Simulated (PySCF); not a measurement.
CdI, SMILES [I][Cd+], charge +1.

Coordinates come from a r2SCAN-D4/def2-TZVP optimisation. The multiplicity is an assumed one; other spin states were not compared. The def2 effective core potentials stand for the cores of Cd, I; spin–orbit coupling is left out.

Calculation: PySCF 2.14.0 with TDA-PBE/def2-TZVPD.

Vertical excitations; the highest root listed may be one member of a degenerate set. The molecule is in vacuum. State labels are in the subgroup C2v.

Task: Give excitation energies, oscillator strengths and character. (Estimate from the structure and the level; the computed values follow.)

Result: 
```json
[
 {"state": "S1", "symmetry": "B1", "energy (eV)": "1.21", "λ (nm)": "1021", "f": "0.002", "main pairs": "HOMO→LUMO (degenerate set)"},
 {"state": "S2", "symmetry": "B2", "energy (eV)": "1.21", "λ (nm)": "1021", "f": "0.002", "main pairs": "HOMO−1→LUMO (degenerate set)"},
 {"state": "S3", "symmetry": "A1", "energy (eV)": "4.59", "λ (nm)": "270", "f": "0.114", "main pairs": "HOMO−2→LUMO 57 %, HOMO→LUMO+2 21 %, HOMO−1→LUMO+1 21 %"},
 {"state": "S4", "symmetry": "A2", "energy (eV)": "5.10", "λ (nm)": "243", "f": "0.000", "main pairs": "HOMO→LUMO+1 50 %, HOMO−1→LUMO+2 50 %"},
 {"state": "S5", "symmetry": "A1", "energy (eV)": "5.15", "λ (nm)": "241", "f": "0.000", "main pairs": "HOMO−1→LUMO+1, HOMO→LUMO+2 (degenerate set)"},
 {"state": "S6", "symmetry": "A2", "energy (eV)": "5.15", "λ (nm)": "241", "f": "0.000", "main pairs": "HOMO−1→LUMO+2, HOMO→LUMO+1 (degenerate set)"},
 {"state": "S7", "symmetry": "A1", "energy (eV)": "6.94", "λ (nm)": "179", "f": "1.275", "main pairs": "HOMO−2→LUMO 33 %, HOMO−1→LUMO+1 25 %, HOMO→LUMO+2 25 %, HOMO−5→LUMO 5 %"},
 {"state": "S8", "symmetry": "B1", "energy (eV)": "7.18", "λ (nm)": "173", "f": "0.020", "main pairs": "HOMO→LUMO+3 (degenerate set)"},
 {"state": "S9", "symmetry": "B2", "energy (eV)": "7.18", "λ (nm)": "173", "f": "0.020", "main pairs": "HOMO−1→LUMO+3 (degenerate set)"},
 {"state": "S10", "symmetry": "B2", "energy (eV)": "8.10", "λ (nm)": "153", "f": "0.127", "main pairs": "HOMO−2→LUMO+1 88 %"},
 {"state": "T1", "symmetry": "B1", "energy (eV)": "0.79", "λ (nm)": "1563", "f": "0", "main pairs": "HOMO→LUMO (degenerate set)"},
 {"state": "T2", "symmetry": "B2", "energy (eV)": "0.79", "λ (nm)": "1563", "f": "0", "main pairs": "HOMO−1→LUMO (degenerate set)"},
 {"state": "T3", "symmetry": "A1", "energy (eV)": "2.89", "λ (nm)": "430", "f": "0", "main pairs": "HOMO−2→LUMO 100 %"},
 {"state": "T4", "symmetry": "A1", "energy (eV)": "4.86", "λ (nm)": "255", "f": "0", "main pairs": "HOMO→LUMO+2 50 %, HOMO−1→LUMO+1 50 %"}
]
```
Triplets are in the Tamm–Dancoff approximation.
